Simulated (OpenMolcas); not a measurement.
Pd4+ among 6 point charges of -1.5 e arranged as a tetragonal octahedron (D4h). The axial distance is 1.02 times the equatorial one, R.

```yaml
Program: OpenMolcas 26.06
Method: "SS-CASPT2, IPEA 0.25 Eh, imaginary shift 0.1 Eh (closed shells correlated: 4s 4p)"
Basis: ANO-RCC-VDZP [6s5p3d1f]
Scalar_Hamiltonian: DKH2, point nucleus
Active_space: 6 electrons in 5 orbitals (4d)
State_averaging: 2S+1 = 5 even, 5 roots; 2S+1 = 3 even, 45 roots; 2S+1 = 1 even, 50 roots
Spin-orbit_coupling: RASSI with atomic mean-field integrals over the reference wave functions
```

All point charges move together. At R = 1.84 Å the first state of the same spin is 520 cm-1, and at R = 1.98 Å it is 440 cm-1.

**Question.** A third run gives 390 cm-1. What distance was it run at?

**Answer.** With a power law R^-n the two known points give n = -ln(440 / 520) / ln(1.98 / 1.84) = 2.28. Then R = 1.84 × (520 / 390)^(1/2.28) = 2.087 Å. The run was at 2.08 Å, so the estimate is off by +0.007 Å.

An orbital doublet at a regular site is open to a Jahn-Teller distortion, which this geometry leaves out. Point charges give a weaker field than real ligands, and real ions of this kind are as a rule low spin; the high spin found here belongs to the model. Free-ion shares, where given, are those of the reference states; single-state CASPT2 does not remix them. Spin-orbit coupling mixes the spin-free states strongly: the lowest level takes only 69 % from its leading state, 5E (holds for R = 2.08). The ground term spreads over less than 5000 cm-1, several times less than with real ligands, so orbital moments are less quenched and χT lies further from the spin-only value than at real sites (holds for R = 2.08). This is an electrostatic model: the charges have no orbitals. No measured value stands beside these numbers.
